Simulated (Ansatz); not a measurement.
Species: H3GaO3, SMILES `[OH][Ga]([OH])[OH]` (charge 0, multiplicity 1).

Problem. Give a relaxed geometry from Ansatz (a first-principles code) with B3LYP-D3(BJ)/def2-TZVP.

Solution. One answer among several that fit: the end point of this relaxation, one of several conformers (outside a Z-matrix the atoms follow the SMILES, hydrogens last).
Z-matrix (Å, degrees):
```
Ga
O 1 1.7845
H 2 0.9629 1 113.33
O 1 1.7845 2 120.00 3 180.00
H 4 0.9629 1 113.32 2 0.00
O 1 1.7845 2 120.00 3 0.00
H 6 0.9629 1 113.32 2 180.00
```
